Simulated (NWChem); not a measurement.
HfH3I; SMILES [HfH3][I]

Computed with NWChem. Coordinates come from a PBE0/def2-SVP optimisation. def2 effective core potentials on I, Hf; no spin-orbit coupling. Vertical excitations in the gas phase; the lowest state need not have the same character in each row.

```tsv
level	lowest excitation, singlet (eV)	lowest triplet (eV)	orbital gap (eV)
PBE/def2-SVP, TDA	3.87	3.61	3.87
B3LYP/def2-SVP, TDA	4.23	3.94	5.44
BHandHLYP/def2-SVP, TDA	4.63	4.27	7.84
PBE0/def2-SVP, TDA	4.29	3.94	5.92
```
